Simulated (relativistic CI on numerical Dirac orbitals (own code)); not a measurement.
Method of calculation: Dirac-Coulomb-Breit CI, orbitals from a KLI potential per configuration, a model potential for QED, unscaled Slater integrals (own radial code, finite nucleus).

The strongest absorption lines from the ground level of an ion, among the configurations computed and to levels below about 306 eV (vacuum wavelength in Å, gf): 44.471 (0.55), 44.489 (0.5), 45.407 (0.85), 52.809 (2.2), 52.863 (1.8), 53.043 (0.72), 54.244 (1.6), 54.408 (0.42).

(1) Which ion is it?
A. S VIII
B. Ar X
C. Si VI
D. Mg IV

Results:

(1) A. S VIII has 9 electrons and the ground level 2s2 2p5 2P°_3/2; the strongest line goes to 2s2 2p4 3d 2D_5/2. The pattern of lines fixes the number of electrons, and along that sequence the line energies rise steadily with the charge (about as its square where n changes within one kind of shell, about linearly where n is kept but much faster in heavy ions where fine structure, which grows about as Z⁴, sets the gap, and irregularly where shells cross), which fixes Z. Configurations outside the model, such as inner-shell arrays, can give stronger lines. At this charge configurations can still be misplaced by up to about 7 % of their energy.

LS names give the leading component of a level, which can be under half, so a name can repeat, a term be missing and a line seem to break the LS rules.
